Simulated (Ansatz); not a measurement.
`C[SiH2]C[SiH2]F`. Total charge 0; spin multiplicity 1. Geometry: relaxed with PBE0-D4/def2-TZVP. It is one conformer, not always the lowest.

```xyz
14

C    -0.947   -0.032    1.804
Si   -1.246    0.140   -0.031
C     0.301    0.722   -0.929
Si    1.669   -0.518   -1.049
F     1.997   -1.100    0.413
H    -1.850   -0.378    2.312
H    -0.660    0.927    2.242
H    -0.145   -0.748    1.998
H    -2.345    1.115   -0.280
H    -1.667   -1.168   -0.611
H     0.022    0.991   -1.955
H     0.671    1.636   -0.451
H     1.269   -1.666   -1.901
H     2.929    0.078   -1.562
```

**Question.** What is the dipole moment at ωB97M-V/def2-TZVPP? (Best estimate.)

**Answer.** Ansatz gave: 1.31 D, with components (-0.33, 1.16, -0.51) D in this frame, pointing from negative to positive charge.

**Question.** And with PBE, r2SCAN, B3LYP? (Best estimate.)

**Answer.** Computed: PBE 1.27 D, r2SCAN 1.30 D, B3LYP 1.33 D.

**Question.** Give the Mulliken charges with ωB97M-V, B3LYP, r2SCAN in def2-TZVPP. (Estimate.)

**Answer.** Computed: 
| atom | ωB97M-V | B3LYP | r2SCAN |
| --- | --- | --- | --- |
| C1 | -0.44 | -0.38 | -0.30 |
| Si2 | 0.26 | 0.33 | 0.32 |
| C3 | -0.44 | -0.34 | -0.32 |
| Si4 | 0.50 | 0.56 | 0.58 |
| F5 | -0.33 | -0.34 | -0.34 |
| H6 | 0.12 | 0.10 | 0.07 |
| H7 | 0.12 | 0.10 | 0.07 |
| H8 | 0.13 | 0.11 | 0.09 |
| H9 | -0.04 | -0.09 | -0.09 |
| H10 | -0.03 | -0.08 | -0.08 |
| H11 | 0.12 | 0.10 | 0.08 |
| H12 | 0.13 | 0.10 | 0.08 |
| H13 | -0.05 | -0.09 | -0.09 |
| H14 | -0.05 | -0.09 | -0.09 |

B3LYP here is the variant with VWN-RPA as its local correlation; programs differ in this.
